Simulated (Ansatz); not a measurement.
Input file for Ansatz (a program for electronic structure): R-wB97X-V/def2-TZVPP on ClH2NPb (SMILES [NH2][Pb][Cl]), a point of a torsion scan. Elements past Kr take the def2 small-core potentials; no spin–orbit coupling.

Ansatz 0.2 input:
```yaml
crystal:
  periodic: [false, false, false]
  atoms:
    - {symbol: N, position_ang: [-0.85597707, 0.00537262, -0.22746257]}
    - {symbol: Pb, position_ang: [0.97815444, -1.09444425, -0.03291895]}
    - {symbol: Cl, position_ang: [2.09358132, -0.29209442, -2.11848527]}
    - {symbol: H, position_ang: [-1.03819822, 0.99212530, -0.29065747]}
    - {symbol: H, position_ang: [-1.64190970, -0.37189690, 0.28575191]}
basis:
  gaussian:
    orbitals: def2-TZVPP
hamiltonian:
  xc: {name: wB97X-V}
scf: {lower_state_search: off}
```

Program output:

```
WARN ansatz: RAYON_NUM_THREADS=1 ignored (pool sized by the plan → 1); use --threads N
Functional definition: wB97X-V
these checks for a lower state are left out or cut short: stability, starts, cluster_reference, orbital_swaps, neighbouring_geometries, increment
integrals: 0.09 GiB planned
1000 factors; their error is unknown
integrals: 0.12 GiB planned
244 factors; integrals over basis functions are off by at most 2.1e-5 eV
mean field: 0.75 GiB planned
mean field evaluation 1: about -19286.2984 eV, gradient 5.7e1 eV
mean field evaluation 2: about -19278.3278 eV, gradient 8.1e1 eV
mean field evaluation 4: about -19293.0952 eV, gradient 3.6e0 eV
mean field evaluation 8: about -19293.1685 eV, gradient 2.2e-1 eV
mean field evaluation 16: about -19293.1687 eV, gradient 1.0e-4 eV
mean field -19293.16870256 eV, -709.0108724395 hartree, gradient 6.9e-6 eV, S^2 0.000000; 0 other end points of the search recorded, 0 dependent functions left out
reference -19293.16870061 eV, -709.0108723679 hartree; 24, 24 occupied and 127, 127 virtual orbitals, 1000 factors
Total energy: -19293.16870061 eV, -709.0108723679 hartree
Checks for a lower state left out: stability, starts, cluster_reference, orbital_swaps, neighbouring_geometries, increment
```

The calculation finished and met its thresholds.

Cost: about 6 core-seconds (a rough figure).
